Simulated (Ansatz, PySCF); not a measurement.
Process, species as SMILES: CCOC=O → C[CH]OC=O + H atom (the C-H bond at the site shown breaks; other sites are not compared here)
Each molecule is optimised on its own at B3LYP-D3(BJ)/def2-TZVP (Ansatz, a program for electronic structure), one conformer each, not searched for the lowest.

Quantity: bond dissociation energy (electronic energy difference), in kcal/mol. Valence correlation only, unless marked. Open shells are spin-unrestricted. Spin-orbit coupling is left out. No relativistic terms. Basis-set limits of correlation are two-point, X^-3; Hartree-Fock from the larger set. [CCSD(T)-MP2]/basis is that difference in the basis named.

```json
[
 {"level": "SVWN5/def2-TZVPD", "program": "Ansatz", "bond dissociation energy (kcal/mol)": "(withheld)"},
 {"level": "PBE-D4/def2-TZVPD", "program": "Ansatz + dftd4", "bond dissociation energy (kcal/mol)": "98.7"},
 {"level": "BLYP/def2-TZVPD", "program": "Ansatz", "bond dissociation energy (kcal/mol)": "98.6"},
 {"level": "revPBE-D3(BJ)/def2-TZVPD", "program": "Ansatz + dftd3", "bond dissociation energy (kcal/mol)": "(withheld)"},
 {"level": "B3LYP/def2-TZVPD", "program": "Ansatz", "bond dissociation energy (kcal/mol)": "(withheld)"},
 {"level": "PBE0/STO-3G", "program": "Ansatz", "bond dissociation energy (kcal/mol)": "123.4"},
 {"level": "PBE0/def2-TZVPD", "program": "Ansatz", "bond dissociation energy (kcal/mol)": "99.7"},
 {"level": "BHLYP/def2-TZVPD", "program": "Ansatz", "bond dissociation energy (kcal/mol)": "(withheld)"},
 {"level": "TPSSh/def2-TZVPD", "program": "PySCF", "bond dissociation energy (kcal/mol)": "101.6"},
 {"level": "r2SCAN0-D4/def2-TZVPD", "program": "Ansatz + dftd4", "bond dissociation energy (kcal/mol)": "99.3"},
 {"level": "HSE06-D4/def2-TZVPD", "program": "Ansatz + dftd4", "bond dissociation energy (kcal/mol)": "100.0"},
 {"level": "CAM-B3LYP-D4/def2-TZVPD", "program": "Ansatz + dftd4", "bond dissociation energy (kcal/mol)": "102.7"},
 {"level": "RPA@PBE/cc-pVTZ", "program": "Ansatz", "bond dissociation energy (kcal/mol)": "104.9"},
 {"level": "SCS-MP2/6-31G*", "program": "Ansatz", "bond dissociation energy (kcal/mol)": "99.9"},
 {"level": "SCS-MP2/cc-pVTZ", "program": "Ansatz", "bond dissociation energy (kcal/mol)": "107.4"},
 {"level": "CCSD/cc-pVDZ", "program": "Ansatz", "bond dissociation energy (kcal/mol)": "101.6"},
 {"level": "RI-MP2/CBS(cc-pVTZ,cc-pVQZ)+[CCSD(T)-MP2]/cc-pVTZ", "program": "Ansatz", "bond dissociation energy (kcal/mol)": "106.7"}
]
```

Q: Some entries are withheld; supply them.

A: 
- SVWN5/def2-TZVPD, bond dissociation energy (kcal/mol): 108.4
- revPBE-D3(BJ)/def2-TZVPD, bond dissociation energy (kcal/mol): 97.9
- B3LYP/def2-TZVPD, bond dissociation energy (kcal/mol): 101.3
- BHLYP/def2-TZVPD, bond dissociation energy (kcal/mol): 101.7
